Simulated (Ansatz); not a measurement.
HFSi, charge +1, doublet, at a GFN2-xTB geometry (a state made from the parent by changing its charge; the spin is typed, not shown lowest); PBE/def2-SVP run with Ansatz (a quantum-chemistry and plane-wave program).

Here is a job for Ansatz.
Ansatz 0.2 input:
```yaml
crystal:
  periodic: [false, false, false]
  atoms:
    - {symbol: Si, position_ang: [-0.27091864, -0.35672587, 0.33708443]}
    - {symbol: H, position_ang: [-1.03666430, -1.36504615, -0.39612972]}
    - {symbol: F, position_ang: [0.53661392, 0.70657870, -0.48033915]}
basis:
  gaussian:
    orbitals: def2-SVP
    final_grid: {core_spheres: 14, valence_spheres: 28, degree: 59}
hamiltonian:
  xc: pbe
total_charge: 1
magnetization: {spin_polarized: true, initial_magnetization: 1}
```

Q: What does Ansatz print? Leave out banner, timings and long lists.

A: 
```
Functional definition: PBE
402 factors; their error is unknown
mean field evaluation 1: about -10575.4308 eV, gradient 6.5e1 eV
mean field evaluation 2: about -10368.0550 eV, gradient 1.8e2 eV
mean field evaluation 4: about -10589.4658 eV, gradient 5.4e0 eV
mean field evaluation 8: about -10589.6793 eV, gradient 2.2e-2 eV
mean field evaluation 16: about -10589.6424 eV, gradient 1.1e-5 eV
mean field -10589.64240235 eV, -389.1621803690 hartree, gradient 1.1e-5 eV, S^2 0.752837; 0 other end points of the search recorded, 0 dependent functions left out
reference -10589.64242774 eV, -389.1621813020 hartree; 12, 11 occupied and 25, 26 virtual orbitals, 402 factors
Total energy: -10589.64242774 eV, -389.1621813020 hartree
```
